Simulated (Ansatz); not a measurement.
## Nudged elastic band run: C₂H₈ClNSSi

input.yaml

```yaml
crystal:
  periodic: [false, false, false]
  atoms:
    - { symbol: C, position_ang: [-1.053906, -0.821264, 0.95146] }
    - { symbol: Si, position_ang: [0.178392, -0.231906, -0.352594] }
    - { symbol: "N", position_ang: [1.879254, -0.57378, -0.020619] }
    - { symbol: S, position_ang: [-0.26566, -1.097373, -2.254851] }
    - { symbol: C, position_ang: [0.082855, 1.665801, -0.423772] }
    - { symbol: Cl, position_ang: [0.637187, 2.4121, 1.190299] }
    - { symbol: H, position_ang: [-0.858378, -0.333641, 1.915367] }
    - { symbol: H, position_ang: [-0.992219, -1.906504, 1.10348] }
    - { symbol: H, position_ang: [-2.085629, -0.583003, 0.661934] }
    - { symbol: H, position_ang: [2.033025, -1.564289, 0.286849] }
    - { symbol: H, position_ang: [2.227415, 0.017928, 0.773272] }
    - { symbol: H, position_ang: [-1.602635, -1.152878, -2.010254] }
    - { symbol: H, position_ang: [-0.938069, 2.046482, -0.596248] }
    - { symbol: H, position_ang: [0.745368, 2.093128, -1.195324] }
basis:
  gaussian: { orbitals: STO-3G }
hamiltonian:
  xc: b3lyp
neb:
  order_check: false
  images: 5
  f_tol: 0.03
  max_iterations: 60
  initial_path: idpp
  final_atoms:
    - { symbol: C, position_ang: [-1.08225799, -0.89041977, 1.0224024] }
    - { symbol: Si, position_ang: [0.1500999, -0.33798496, -0.28244988] }
    - { symbol: "N", position_ang: [1.75159121, -0.90362569, 0.19300216] }
    - { symbol: S, position_ang: [-0.21054772, -1.13107294, -2.23514978] }
    - { symbol: C, position_ang: [0.03404872, 1.57117661, -0.40051105] }
    - { symbol: Cl, position_ang: [0.60526667, 2.36610085, 1.18321919] }
    - { symbol: H, position_ang: [-0.89545883, -0.37416885, 1.97339111] }
    - { symbol: H, position_ang: [-1.00544463, -1.97005527, 1.20145656] }
    - { symbol: H, position_ang: [-2.11462364, -0.6709264, 0.72153052] }
    - { symbol: H, position_ang: [1.99126025, -0.58959482, 1.16474596] }
    - { symbol: H, position_ang: [2.51045254, -0.50595416, -0.41222507] }
    - { symbol: H, position_ang: [-1.42132764, -0.5193751, -2.34252203] }
    - { symbol: H, position_ang: [-0.99709867, 1.93006202, -0.56288282] }
    - { symbol: H, position_ang: [0.67103981, 1.99663948, -1.19500826] }
```

Command:

```bash
$ ansatz run input.yaml --threads 1 --pin off --max-ram 2048MiB --backend cpu --events-out ev --progress --plain --runs-dir out
```

Output, in part (warnings, iteration lines, the closing report on the highest movable image, with atoms numbered from 0):

```
NEB end point (image 0): max|allowed force component| = 1.214e-2 eV/Å (the criterion of neb.relax_end_points is 1.000e-2)
NEB end point (image 6): max|allowed force component| = 1.491e-2 eV/Å (the criterion of neb.relax_end_points is 1.000e-2)
NEB iter   1: max|band force component| = 5.451e-1 eV/Å  barrier→ = 0.0868 eV  barrier← = 0.0838 eV  Δτ_max = 0.1570 Å  (153 SCF iters)
NEB iter   2: max|band force component| = 4.932e-1 eV/Å  barrier→ = 0.0972 eV  barrier← = 0.0941 eV  CI = image 3  Δτ_max = 0.1097 Å  (125 SCF iters)
NEB iter   3: max|band force component| = 2.049e-1 eV/Å  barrier→ = 0.0474 eV  barrier← = 0.0443 eV  CI = image 3  Δτ_max = 0.0258 Å  (125 SCF iters)
NEB iter   4: max|band force component| = 1.364e-1 eV/Å  barrier→ = 0.0449 eV  barrier← = 0.0418 eV  CI = image 3  Δτ_max = 0.0196 Å  (116 SCF iters)
NEB iter   5: max|band force component| = 8.371e-2 eV/Å  barrier→ = 0.0437 eV  barrier← = 0.0406 eV  CI = image 3  Δτ_max = 0.0136 Å  (119 SCF iters)
NEB iter   6: max|band force component| = 8.619e-2 eV/Å  barrier→ = 0.0430 eV  barrier← = 0.0400 eV  CI = image 3  Δτ_max = 0.0068 Å  (111 SCF iters)
NEB iter   7: max|band force component| = 4.957e-2 eV/Å  barrier→ = 0.0425 eV  barrier← = 0.0395 eV  CI = image 3  Δτ_max = 0.0136 Å  (109 SCF iters)
NEB iter   8: max|band force component| = 9.458e-2 eV/Å  barrier→ = 0.0419 eV  barrier← = 0.0388 eV  CI = image 3  Δτ_max = 0.0068 Å  (115 SCF iters)
NEB iter   9: max|band force component| = 1.141e-1 eV/Å  barrier→ = 0.0418 eV  barrier← = 0.0387 eV  CI = image 3  Δτ_max = 0.0034 Å  (104 SCF iters)
NEB iter  10: max|band force component| = 1.162e-2 eV/Å  barrier→ = 0.0418 eV  barrier← = 0.0387 eV  CI = image 3  Δτ_max = 0.0000 Å  (213 SCF iters)
Total energy: -34538.66460322 eV, -1269.2725130207 hartree
Atom 0 at    -1.020673    -1.047618     0.840488 Å, force    -0.001096    -0.000653    -0.000696 eV/Å
Atom 1 at     0.185452    -0.247165    -0.362469 Å, force    -0.011620     0.001018    -0.005681 eV/Å
Atom 2 at     1.852343    -0.700471     0.007892 Å, force     0.009589    -0.000027     0.010767 eV/Å
Atom 3 at    -0.219507    -0.811266    -2.388523 Å, force     0.001393    -0.000888     0.000851 eV/Å
Atom 4 at     0.015505     1.649175    -0.239559 Å, force    -0.002700     0.000099    -0.005090 eV/Å
Atom 5 at     0.552630     2.269125     1.431204 Å, force     0.002525     0.001260     0.003529 eV/Å
Atom 6 at    -0.888123    -0.638688     1.850767 Å, force     0.000679    -0.000263     0.000026 eV/Å
Atom 7 at    -0.865885    -2.133021     0.890914 Å, force    -0.000632     0.000229    -0.000209 eV/Å
Atom 8 at    -2.062718    -0.873057     0.543796 Å, force    -0.000068     0.000683     0.000566 eV/Å
Atom 9 at     1.910086    -1.285410     0.874496 Å, force     0.003536     0.002330    -0.004842 eV/Å
Atom 10 at     2.450304     0.136806     0.204486 Å, force    -0.000739    -0.004843    -0.000566 eV/Å
Atom 11 at    -1.545413    -0.523728    -2.279510 Å, force     0.000170     0.000749     0.000002 eV/Å
Atom 12 at    -1.023453     1.996634    -0.371514 Å, force    -0.000011     0.000307     0.001193 eV/Å
Atom 13 at     0.646451     2.179483    -0.973467 Å, force    -0.001024    -0.000002     0.000149 eV/Å
Dipole moment:    -0.292213    -0.086353    -0.010168 e Å
```

It converged. A vibrational analysis at the climbing image gives one clearly imaginary mode, 170i cm⁻¹: a first-order saddle point. Limits of this set-up: minimal basis.

Final band (atoms are numbered from 1 in the order of the input):

```json
{"image": "0", "path coordinate (Å)": "0.00", "energy (kcal/mol)": "0.0", "dihedral S4–Si2–N3–H10 (°)": "-77"}
{"image": "1", "path coordinate (Å)": "0.41", "energy (kcal/mol)": "0.2", "dihedral S4–Si2–N3–H10 (°)": "-91"}
{"image": "2", "path coordinate (Å)": "0.83", "energy (kcal/mol)": "0.7", "dihedral S4–Si2–N3–H10 (°)": "-109"}
{"image": "3", "path coordinate (Å)": "1.24", "energy (kcal/mol)": "1.0", "dihedral S4–Si2–N3–H10 (°)": "-127"}
{"image": "4", "path coordinate (Å)": "1.64", "energy (kcal/mol)": "0.7", "dihedral S4–Si2–N3–H10 (°)": "-144"}
{"image": "5", "path coordinate (Å)": "2.03", "energy (kcal/mol)": "0.3", "dihedral S4–Si2–N3–H10 (°)": "-162"}
{"image": "6", "path coordinate (Å)": "2.43", "energy (kcal/mol)": "0.1", "dihedral S4–Si2–N3–H10 (°)": "-178"}
```

The run took 120 s on 1 CPU thread of a shared host.
